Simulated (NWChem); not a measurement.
# C2H9N2 cation; SMILES NCC[NH3+]

```xyz
13

N     -0.2188    -1.9004    -0.0221
C      0.4913    -0.6551    -0.0566
C     -0.5353     0.4686     0.0481
N      0.1120     1.8250     0.0166
H     -0.4817    -2.2346    -0.9451
H      0.3012    -2.6365     0.4443
H      1.1706    -0.5980     0.8110
H      1.1236    -0.4961    -0.9573
H     -1.2493     0.4386    -0.7873
H     -1.0989     0.3907     0.9875
H     -0.5788     2.5843     0.0705
H      0.7646     1.9515     0.8019
H      0.6547     1.9659    -0.8463
```
Atoms are numbered in this order, from 1.

Program: NWChem. Pople sets run with spherical d functions. STO-3G and 3-21G are far too small for this property and stand as cheap habits. All runs use the structure optimised with PBE0/def2-SVP. GIAO values for the isolated, static molecule; σ is the absolute isotropic shielding, δ = σ(reference) − σ with the isolated reference molecule computed at the same levels (1H: tetramethylsilane, 15N: ammonia).

```json
[
 {"level": "B3LYP/6-31G*", "δ N1 (ppm)": "12.7", "δ N4 (ppm)": "32.1", "δ H5 (ppm)": "0.66", "δ H6 (ppm)": "1.31", "δ H9 (ppm)": "3.25", "δ H10 (ppm)": "3.60", "δ H11 (rotor mean) (ppm)": "4.06", "relative time": "10"},
 {"level": "Hartree-Fock/STO-3G", "δ N1 (ppm)": "-1.3", "δ N4 (ppm)": "13.4", "δ H5 (ppm)": "0.53", "δ H6 (ppm)": "1.14", "δ H9 (ppm)": "3.84", "δ H10 (ppm)": "4.24", "δ H11 (rotor mean) (ppm)": "5.22", "relative time": "1"},
 {"level": "Hartree-Fock/6-31G*", "δ N1 (ppm)": "3.6", "δ N4 (ppm)": "22.6", "δ H5 (ppm)": "0.88", "δ H6 (ppm)": "1.49", "δ H9 (ppm)": "3.41", "δ H10 (ppm)": "3.77", "δ H11 (rotor mean) (ppm)": "4.26", "relative time": "7"}
]
```

The last column is a rough cost ratio, cheapest run = 1.
